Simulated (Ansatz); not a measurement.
Reaction (formal exchange of groups at the Si–C bond): `NB([SiH3])C[SiH3]` + `[SiH3][TeH]` → `[SiH3][SiH2][TeH]` + `CB(N)[SiH3]`

Computed with Ansatz on PBE0-D4/def2-TZVP structures; ΔE is electronic, products minus reactants. CCSD(T)/CBS adds triple-zeta CCSD(T) − MP2 to the extrapolated MP2 energy (def2 sets, frozen cores). Functionals use def2-TZVPP. def2 core potentials past Kr. For Te outer-core shells are correlated without core-valence functions, which leaves a few kJ/mol of doubt a bond. Each species was taken in one conformer, which may not be the lowest.

Task: Is it downhill or uphill in electronic energy at CCSD(T)/CBS, and by how much? (An estimate is asked.)

Result: Computed: Nearly level: ΔE = -0.8 kJ/mol.

Task: What do these levels give: r2SCAN-D4, B2PLYP, PBE0, MP2/def2-TZVPP, SCS-MP2/def2-TZVPP, CCSD/def2-TZVPP, CCSD(T)/def2-TZVPP, HF/def2-QZVPP, MP2/def2-QZVPP, HF/CBS(def2), MP2/CBS(def2), CCSD/CBS(def2)? (Best estimate.)

Result: Ansatz gave: r2SCAN-D4 -4.3, B2PLYP -0.4, PBE0 -9.6, MP2/def2-TZVPP 6.4, SCS-MP2/def2-TZVPP 6.7, CCSD/def2-TZVPP 1.4, CCSD(T)/def2-TZVPP 1.1, HF/def2-QZVPP 4.7, MP2/def2-QZVPP 5.5, HF/CBS(def2) 4.8, MP2/CBS(def2) 4.5, CCSD/CBS(def2) -0.5 kJ/mol.

Largest T1 diagnostic among the species: 0.013.

From PBE to PBE0 (25 % exact exchange), in def2-TZVPP and without D4, ΔE moves by +3.5 kJ/mol.
